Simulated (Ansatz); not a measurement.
Coupled-cluster run, Al₂H₆OSi (`[AlH2][O][SiH2][AlH2]`).

```yaml
crystal:
  periodic: [false, false, false]
  atoms:
    - {symbol: Al, position_ang: [-2.284510, -0.215690, -1.068819]}
    - {symbol: O, position_ang: [-0.902709, -0.449537, -0.142371]}
    - {symbol: Si, position_ang: [0.434582, -0.678647, 0.768740]}
    - {symbol: Al, position_ang: [2.152788, 1.033496, 0.325170]}
    - {symbol: H, position_ang: [-3.411113, 0.732243, -0.495815]}
    - {symbol: H, position_ang: [-2.376420, -0.950637, -2.464305]}
    - {symbol: H, position_ang: [0.980694, -2.048011, 0.510836]}
    - {symbol: H, position_ang: [0.053192, -0.674289, 2.215900]}
    - {symbol: H, position_ang: [3.540349, 1.019360, 1.103914]}
    - {symbol: H, position_ang: [1.896146, 2.180513, -0.750152]}
basis:
  gaussian: {orbitals: def2-TZVPP}
correlation: {method: ccsd_t}
output: {orbitals: {seedname: orbitals}}
```

```sh
$ ansatz run in.yaml --threads 2 --pin off --events-out ev --progress --plain --max-ram 4352MiB
```

Output of Ansatz, abridged:

```
Functional definition: HF
1402 factors; integrals over basis functions are off by at most 1.3e-3 eV
mean field evaluation 1: about -23159.6685 eV, gradient 4.3e1 eV
mean field evaluation 2: about -23159.8756 eV, gradient 4.3e1 eV
mean field evaluation 4: about -23163.8702 eV, gradient 3.6e0 eV
mean field evaluation 8: about -23163.9463 eV, gradient 1.3e-1 eV
mean field -23163.94642835 eV, -851.2593301550 hartree, gradient 6.1e-6 eV, S^2 0.000000; 0 other end points of the search recorded, 0 dependent functions left out
16 core orbitals not correlated: weight in the atoms' cores, before any rotation towards them, 1.000 or more for the frozen orbitals, at most 0.000 for the correlated occupied ones
reference -23163.94642835 eV, -851.2593301550 hartree; 11, 11 occupied and 214, 214 virtual orbitals, 1402 factors
second order -14.03282501 eV of doubles, -0.00000000 eV of singles
cycle   1  -14.83237901 eV  change   -8.0e-1 eV  update   1.0e-1
cycle   2  -15.34287226 eV  change   -5.1e-1 eV  update   3.3e-2
cycle   3  -15.45661777 eV  change   -1.1e-1 eV  update   1.7e-2
cycle   4  -15.44523928 eV  change    1.1e-2 eV  update   4.1e-3
cycle   5  -15.44547043 eV  change   -2.3e-4 eV  update   1.8e-3
cycle   6  -15.44576471 eV  change   -2.9e-4 eV  update   5.2e-4
cycle   7  -15.44543674 eV  change    3.3e-4 eV  update   2.1e-4
cycle   8  -15.44542643 eV  change    1.0e-5 eV  update   7.3e-5
cycle   9  -15.44547232 eV  change   -4.6e-5 eV  update   2.9e-5
cycle  10  -15.44547051 eV  change    1.8e-6 eV  update   1.0e-5
perturbative correction -0.48486924 eV, -0.0178186160 hartree
Total energy: -23179.87676810 eV, -851.8447593429 hartree
```

Hardware: 2 threads of an Arm Neoverse V2 on a shared host. Wall time 6.9 min, peak host memory 1.7 GiB.

The correlation energy is -15.930 eV, 3.0 % of it from (T); the T1 diagnostic reads 0.0126.
